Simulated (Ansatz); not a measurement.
Calculated with Ansatz (gas phase, PBE0-D4/def2-TZVP geometries, no zero-point term in ΔE). CCSD(T)/CBS is the MP2 limit (def2-TZVPP, def2-QZVPP) plus CCSD(T) − MP2 in def2-TZVPP, frozen cores. This one scheme is used for every species. Functionals use def2-TZVPP. Each species was taken in one conformer, which may not be the lowest.

`N[Si](F)([SiH3])Cl` + H₂ → `N[SiH]([SiH3])Cl` + H–F  (hydrogenolysis of the Si–F bond)

```json
{"level": "PBE-D4", "ΔE (kJ/mol)": "119.6", "difference from CCSD(T)/CBS": "-3.9"}
{"level": "B97M-V", "ΔE (kJ/mol)": "133.2", "difference from CCSD(T)/CBS": "9.7"}
{"level": "PBE0-D4", "ΔE (kJ/mol)": "118.0", "difference from CCSD(T)/CBS": "-5.5"}
{"level": "BHLYP-D4", "ΔE (kJ/mol)": "129.5", "difference from CCSD(T)/CBS": "6.0"}
{"level": "ωB97X-V", "ΔE (kJ/mol)": "126.5", "difference from CCSD(T)/CBS": "3.0"}
{"level": "ωB97M-V", "ΔE (kJ/mol)": "128.4", "difference from CCSD(T)/CBS": "4.9"}
{"level": "B2PLYP", "ΔE (kJ/mol)": "126.9", "difference from CCSD(T)/CBS": "3.4"}
{"level": "PBE", "ΔE (kJ/mol)": "117.4", "difference from CCSD(T)/CBS": "-6.1"}
{"level": "PBE0", "ΔE (kJ/mol)": "116.1", "difference from CCSD(T)/CBS": "-7.4"}
{"level": "r2SCANh", "ΔE (kJ/mol)": "131.0", "difference from CCSD(T)/CBS": "7.5"}
{"level": "r2SCAN0", "ΔE (kJ/mol)": "128.2", "difference from CCSD(T)/CBS": "4.7"}
{"level": "CAM-B3LYP", "ΔE (kJ/mol)": "128.7", "difference from CCSD(T)/CBS": "5.2"}
{"level": "HF/def2-SVP", "ΔE (kJ/mol)": "107.5", "difference from CCSD(T)/CBS": "-16.0"}
{"level": "CCSD/def2-SVP", "ΔE (kJ/mol)": "109.5", "difference from CCSD(T)/CBS": "-14.0"}
{"level": "MP2/def2-TZVPP", "ΔE (kJ/mol)": "125.7", "difference from CCSD(T)/CBS": "2.2"}
{"level": "CCSD/CBS(def2)", "ΔE (kJ/mol)": "122.2", "difference from CCSD(T)/CBS": "-1.3"}
{"level": "CCSD(T)/CBS", "ΔE (kJ/mol)": "123.5", "difference from CCSD(T)/CBS": "0"}
```

Largest T1 diagnostic among the species: 0.011.

The D4 term adds +3.6 kJ/mol with B3LYP and +1.9 kJ/mol with PBE0; it sums over pairs of atoms, weighted by their polarisabilities, and B3LYP, whose exchange is more repulsive, gets the larger term. At CCSD(T), def2-SVP lies −12.8 kJ/mol from the extrapolated value and def2-TZVPP −1.3 kJ/mol.

B3LYP here is the variant with VWN-RPA as its local correlation; programs differ in this.
